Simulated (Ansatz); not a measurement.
`B[SiH2]N[SiH3]` + HCl → `B[SiH2]Cl` + `N[SiH3]` at 298.15 K and 1 bar (ligand exchange at the Si–N bond).

Computed with Ansatz on PBE0-D4/def2-TZVP structures; ΔE is electronic, products minus reactants. CCSD(T)/CBS adds triple-zeta CCSD(T) − MP2 to the extrapolated MP2 energy (def2 sets, frozen cores). This one scheme is used for every species. Each species was taken in one conformer, which may not be the lowest.

```csv
species,CCSD(T)/CBS energy (Eh),H − E (kJ/mol),S (J/(mol·K))
`B[SiH2]N[SiH3]`,-662.46710,228.4,367.8
HCl,-460.38127,26.6,186.8
`B[SiH2]Cl`,-776.05948,116.1,304.2
`N[SiH3]`,-346.80422,145.7,264.3
```

H − E and S are ideal-gas, rigid-rotor, harmonic terms from PBE0-D4/def2-TZVP, for one conformer and one mirror image of each species. 1 Eh = 2625.50 kJ/mol, R = 8.31446 J/(mol·K).

Problem. By hand: ΔE, ΔH, ΔS and ΔG.

Solution. ΔE = (-776.05948) + (-346.80422) − (-662.46710) − (-460.38127) = -0.01533 Eh = -40.2 kJ/mol. Δ(H − E) = 116.1 + 145.7 − 228.4 − 26.6 = 6.8, so ΔH = -33.4 kJ/mol. ΔS = 304.2 + 264.3 − 367.8 − 186.8 = 13.9 J/(mol·K). ΔG = -33.4 − 298.15 × (13.9)/1000 = -37.5 kJ/mol.

Problem. By hand: the equilibrium constant, and the temperature at which ΔG would vanish if ΔH and ΔS stayed fixed.

Solution. log₁₀ K = −ΔG/(RT ln 10) = 6.6. ΔH and −TΔS have one sign here, so there is no such temperature.

The number of gas molecules stays the same, so ΔS is small and ΔH decides. A doubt of 5 kJ/mol in ΔE shifts log₁₀ K by 0.9 here. Other conformers and mirror images would add mixing entropy, several J/(mol·K) or more a flexible species. Modes under 60 cm⁻¹, often nearly free rotors, make the harmonic entropy too high. These are equilibria of isolated gas molecules and say nothing of rates. Largest T1 diagnostic: 0.011 (customary marks: 0.02 for closed shells, 0.045 for open ones).
